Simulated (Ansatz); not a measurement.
`BN(B)[SiH2]F` + `O[SiH](F)F` → `F[SiH2]O[SiH](F)F` + `BNB`  (ligand exchange at the Si–N bond)

Calculated with Ansatz (gas phase, PBE0-D4/def2-TZVP geometries, no zero-point term in ΔE). CCSD(T)/CBS adds triple-zeta CCSD(T) − MP2 to the extrapolated MP2 energy (def2 sets, frozen cores). Functionals use def2-TZVPP. HSE06 is defined as in plane-wave codes. Each species was taken in one conformer, which may not be the lowest.

```csv
level,ΔE (kJ/mol)
LDA (SPW92),-76.7
r2SCAN-D4,-85.3
HSE06-D4,-80.6
HF/def2-SVP,-95.2
```

Problem. What does CCSD(T)/CBS give? (Best estimate.)

Solution. The calculation gave: -81.8 kJ/mol. The listed levels differ from it by 5.1, -3.5, 1.2, -13.4 kJ/mol.

Largest T1 diagnostic among the species: 0.012.

Leaving LDA and LC-ωPBE aside and taking each functional with its dispersion term where it has one, the values, not all of them listed here, spread over 16.3 kJ/mol, from BHLYP-D4 to revPBE-D4. LDA lies +3.4 kJ/mol from PBE without D4. The D4 term adds +3.3 kJ/mol with B3LYP and +1.5 kJ/mol with PBE0; it sums over pairs of atoms, weighted by their polarisabilities, and B3LYP, whose exchange is more repulsive, gets the larger term.

CCSD(T)/CBS has its own doubt, a few kJ/mol and more with outer-core shells, so smaller differences from it don't rank the levels.

B3LYP here is the variant with VWN-RPA as its local correlation; programs differ in this.
